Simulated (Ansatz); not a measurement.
The cluster Mo₃Se₅, relaxed as a singlet with RKS PBE-D4/def2-SVP in Ansatz, starting from the GFN1-xTB geometry. Force threshold 0.03 eV/Å.

In the def2 sets Mo takes a core potential; there is no spin–orbit coupling. The restricted singlet is unstable towards broken spin symmetry in Hartree–Fock (as tested in another run); at PBE-D4/def2-SVP this wasn't settled. An occupied level lies above an empty one. Another isomer (singlet) lies 3.41 eV lower at PBE0-D4/def2-TZVP; other spin states weren't run for this one.

Start:

```xyz
8

Mo   -1.406    0.172    0.242
Mo    0.605   -0.865   -1.121
Mo    1.107    0.507    0.935
Se    2.160    2.428    1.458
Se   -2.845    1.742   -0.514
Se    1.862   -1.866    0.723
Se   -2.411   -1.328    1.627
Se    0.929   -0.790   -3.350
```

Q: Estimate the energy that the relaxation releases and the steps that it takes.

A: 46.0 kcal/mol, in 20 steps; 3 min on 6 threads of Intel Xeon on a shared host. The force fell under the threshold at step 19, but the optimiser went on. No frequencies were taken in this run, so the end may be a saddle point.

Q: Does the start keep its bonding and symmetry?

A: Bonds formed: Mo3–Se7 (atoms count from 1).

Q: Predict the relaxed structure.

A: 
| atom | x (Å) | y (Å) | z (Å) |
| --- | --- | --- | --- |
| Mo1 | -1.748 | -0.270 | -0.023 |
| Mo2 | 0.347 | -1.213 | -1.223 |
| Mo3 | 0.550 | -0.077 | 1.021 |
| Se4 | 1.440 | 2.007 | 0.883 |
| Se5 | -2.159 | 1.801 | -0.814 |
| Se6 | 1.902 | -2.067 | 0.446 |
| Se7 | -1.470 | -0.502 | 2.386 |
| Se8 | 1.137 | 0.322 | -2.676 |
Bond lengths (bridged metal pairs left out): 7 × Mo–Se 2.25 to 2.47 Å; 1 × Mo–Mo 2.59 Å.
